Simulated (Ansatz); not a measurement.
`[OH][GeH]([Cl])[Br]`, charge 0, multiplicity 1.

Give a relaxed structure at PBE0-D4/def2-TZVP (Ansatz 0.2.0). (Best estimate.)

Computed: 
Cartesian coordinates in Å:
```
O -1.064 0.070 0.992
Ge 0.218 0.307 -0.180
Cl 2.022 -0.588 0.544
Br -0.317 -0.741 -2.147
H -1.258 -0.855 1.166
H 0.399 1.806 -0.376
```
